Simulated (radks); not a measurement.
Problem. Re XXXVIII, 38 electrons, occupied as [Kr] 4d2. Method: Dirac Kohn-Sham, PBE, spin-unpolarised, spherical densities, finite nucleus; open shells fill j = l - 1/2 first; Fermi nuclear charge, rms radius 5.3698 fm; computed with a radial shooting solver on a logarithmic mesh with Libxc functionals. Some entries of the table are withheld. Estimate them.

orbital  occ.  eigenvalue (eV)  <r> (bohr)  r(max) (bohr)
1s1/2       2        -73127.04     0.01804        0.01124
2s1/2       2        -13993.49     0.07556        0.06472
2p1/2       2        -13462.22         (1)        0.04802
2p3/2       4        -12022.16         (2)        0.05496
3s1/2       2        -4424.096      0.1950         0.1814
3p1/2       2        -4190.362      0.1849            (3)
3p3/2       4        -3869.965      0.1992            (4)
3d3/2       4        -3482.790      0.1738         0.1434
3d5/2       6        -3412.800      0.1781         0.1472
4s1/2       2        -1975.097      0.3996         0.3914
4p1/2       2        -1874.801      0.3968         0.3874
4p3/2       4        -1776.404      0.4185         0.4102
4d3/2       2        -1614.588      0.4082         0.3943
4d5/2       0        -1593.559      0.4143         0.4007

Solution. 
(1) 2p1/2 <r> (bohr): 0.06244
(2) 2p3/2 <r> (bohr): 0.07050
(3) 3p1/2 r(max) (bohr): 0.1697
(4) 3p3/2 r(max) (bohr): 0.1836
